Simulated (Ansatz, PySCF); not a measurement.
Energy difference R1 + R2 → P1, each structure at its B3LYP-D3(BJ)/def2-TZVP stationary point, reached from a drawn start (curvature not checked).
P1: H2O3S (SMILES O=S(O)O), charge 0, multiplicity 1.
R1: H2O (SMILES O), charge 0, multiplicity 1.
R2: SO2 (SMILES O=S=O), charge 0, multiplicity 1.

P less R. No zero-point or thermal terms. One arrangement of each flexible species, with no search for the lowest.

The values were computed with Ansatz (a first-principles code); PySCF for the D3/D4 terms. No computed number here is a measurement.

Task: One of these levels gives 4.9 kJ/mol for the reaction energy. Which?
A) PBE-D3(BJ)/def2-TZVPPD
B) PBE0-D3(BJ)/def2-TZVPPD
C) PBE/def2-TZVPPD
D) BLYP/def2-TZVPPD

Result: C, PBE/def2-TZVPPD. The others give -0.1 (PBE-D3(BJ)/def2-TZVPPD), 30.7 (BLYP/def2-TZVPPD), -13.8 (PBE0-D3(BJ)/def2-TZVPPD)
